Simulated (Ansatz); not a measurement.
H$_{4}$InNOS, SMILES `[NH2][In]([OH])[SH]` at its PBE0-D4/def2-TZVP geometry, where that method's forces vanish. Charge 0, multiplicity 1. In takes the def2 core potential.

```xyz
8

N     0.9827   -1.4426    0.5116
In   -0.0892    0.1098   -0.2034
O    -0.4418    1.6882    0.9470
S    -0.8444    0.3670   -2.4308
H     0.8753   -2.3177    0.0181
H     0.8940   -1.6180    1.5030
H    -0.0648    1.6124    1.8265
H    -1.3118    1.6008   -2.1719
```

(1) What forces (eV/Å) does PBE-D4/def2-TZVPP give on these atoms in the Gaussian-basis code of Ansatz? (Estimate.)

## Answers

(1) The calculation gave: 
```
N1   0.347  0.068 -0.057
In2 -0.066 -0.147 -0.117
O3  -0.298  0.482 -0.188
S4   0.011 -0.202 -0.312
H5  -0.059 -0.306 -0.168
H6  -0.056 -0.057  0.341
H7   0.206 -0.072  0.446
H8  -0.085  0.233  0.056
```
